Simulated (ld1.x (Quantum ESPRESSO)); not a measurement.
## Plane-wave convergence, TM potential for tungsten

- Element: tungsten
- Generator: ld1.x (Quantum ESPRESSO) 7.5
- Type: norm-conserving Troullier–Martins (Kleinman–Bylander form)
- Functional: PBE
- Relativity: scalar-relativistic
- Frozen core: [Kr] 4d10 4f14
- Valence charge: 14
- Reference configuration: 5s2 5p6 5d4 6s2 6p0
- Partial waves: 5s (bound): rc 1.80 bohr; 5d (bound): rc 2.50 bohr; 5p (bound): rc 1.85 bohr
- Local potential: the p channel
- Core correction: none

Occupied shells without a wave of their own: 6s. They enter only through the test configuration that unscreens the potential.

The pseudo-atom Hamiltonian at the reference potential is diagonalised in spherical Bessel functions j_l(qr) that vanish at 20 bohr, with q² up to the cutoff. All-electron valence levels (Ry): 5s -5.8117, 6s -0.4199, 5d -0.3293, 5p -3.1753, 6p -0.1001.

How do the lowest levels (Ry) of each channel move with the cutoff, and are there ghosts?

```json
{"cutoff (Ry)": "8", "s #1": "-5.7229", "s #2": "-0.4040", "s #3": "0.0032", "d #1": "-0.0813", "d #2": "0.0671", "p #1": "-2.5868", "p #2": "-0.0626", "p #3": "0.0586", "f #1": "0.1092", "Σ f·Δε (mRy)": "4744.3"}
{"cutoff (Ry)": "15", "s #1": "-5.7507", "s #2": "-0.4148", "s #3": "0.0021", "d #1": "-0.2610", "d #2": "0.0608", "p #1": "-3.1361", "p #2": "-0.1007", "p #3": "0.0493", "f #1": "0.1092", "Σ f·Δε (mRy)": "652.5"}
{"cutoff (Ry)": "25", "s #1": "-5.8000", "s #2": "-0.4226", "s #3": "0.0014", "d #1": "-0.3265", "d #2": "0.0596", "p #1": "-3.1723", "p #2": "-0.1078", "p #3": "0.0478", "f #1": "0.1092", "Σ f·Δε (mRy)": "59.6"}
{"cutoff (Ry)": "40", "s #1": "-5.8094", "s #2": "-0.4253", "s #3": "0.0012", "d #1": "-0.3292", "d #2": "0.0596", "p #1": "-3.1747", "p #2": "-0.1079", "p #3": "0.0478", "f #1": "0.1092", "Σ f·Δε (mRy)": "9.7"}
{"cutoff (Ry)": "55", "s #1": "-5.8113", "s #2": "-0.4258", "s #3": "0.0011", "d #1": "-0.3293", "d #2": "0.0596", "p #1": "-3.1752", "p #2": "-0.1080", "p #3": "0.0478", "f #1": "0.1092", "Σ f·Δε (mRy)": "1.8"}
{"cutoff (Ry)": "80", "s #1": "-5.8117", "s #2": "-0.4260", "s #3": "0.0011", "d #1": "-0.3293", "d #2": "0.0596", "p #1": "-3.1753", "p #2": "-0.1080", "p #3": "0.0478", "f #1": "0.1092", "Σ f·Δε (mRy)": "0.2"}
{"cutoff (Ry)": "400", "s #1": "-5.8117", "s #2": "-0.4260", "s #3": "0.0011", "d #1": "-0.3293", "d #2": "0.0596", "p #1": "-3.1753", "p #2": "-0.1080", "p #3": "0.0478", "f #1": "0.1092", "Σ f·Δε (mRy)": "0.0"}
```

Result: no extra level below or beside the all-electron valence levels (s, d, p, f tested); 10 mRy is reached at 40 Ry and 1 mRy at 60 Ry.

Its largest configuration-test error is -388 meV.
